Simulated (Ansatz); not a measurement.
Abridged output of a molecular run in Ansatz:

```
Functional definition: HF
1478 factors; integrals over basis functions are off by at most 1.5e-3 eV
mean field evaluation 1: about -16352.8266 eV, gradient 3.6e1 eV
mean field evaluation 2: about -16353.0338 eV, gradient 3.6e1 eV
mean field evaluation 4: about -16356.1358 eV, gradient 4.1e0 eV
mean field evaluation 8: about -16356.1922 eV, gradient 2.7e-1 eV
mean field -16356.19256369 eV, -601.0789900901 hartree, gradient 3.3e-6 eV, S^2 0.000000; 0 other end points of the search recorded, 0 dependent functions left out
9 core orbitals not correlated: weight in the atoms' cores, before any rotation towards them, 1.000 or more for the frozen orbitals, at most 0.000 for the correlated occupied ones
reference -16356.19256369 eV, -601.0789900901 hartree; 15, 15 occupied and 226, 226 virtual orbitals, 1478 factors
second order -23.81210473 eV of doubles, -0.00000000 eV of singles
cycle   1  -24.41312114 eV  change   -6.0e-1 eV  update   1.0e-1
cycle   2  -24.94521181 eV  change   -5.3e-1 eV  update   3.0e-2
cycle   3  -25.06632255 eV  change   -1.2e-1 eV  update   1.6e-2
cycle   4  -25.05901547 eV  change    7.3e-3 eV  update   4.1e-3
cycle   5  -25.05590704 eV  change    3.1e-3 eV  update   1.8e-3
cycle   6  -25.05639338 eV  change   -4.9e-4 eV  update   6.9e-4
cycle   7  -25.05614080 eV  change    2.5e-4 eV  update   2.4e-4
cycle   8  -25.05607491 eV  change    6.6e-5 eV  update   9.2e-5
cycle   9  -25.05611523 eV  change   -4.0e-5 eV  update   3.8e-5
cycle  10  -25.05611850 eV  change   -3.3e-6 eV  update   1.3e-5
perturbative correction -0.97260066 eV, -0.0357424151 hartree
Total energy: -16382.22128285 eV, -602.0355278763 hartree
```

Its atoms:

Z-matrix (Å, degrees):
```
C
S 1 1.808
H 1 1.089 2 111.2
H 1 1.089 2 106.6 3 -118.5
H 1 1.089 2 111.1 3 123.1
B 2 1.799 1 103.9 3 -59.8
F 6 1.336 2 114.1 1 179.6
C 6 1.560 2 127.5 1 0.4
H 8 1.089 6 115.1 2 -11.2
H 8 1.094 6 109.7 2 -134.3
H 8 1.096 6 108.8 2 109.9
```

Which basis set was used?
A. def2-QZVPP
B. def2-TZVPPD
C. cc-pV(D+d)Z
D. def2-TZVPP

D. It gives 250 functions.

Write the keys of the input that set method, charge and spin (a neutral closed shell needs none for the last two).


```yaml
correlation: {method: ccsd_t}
```
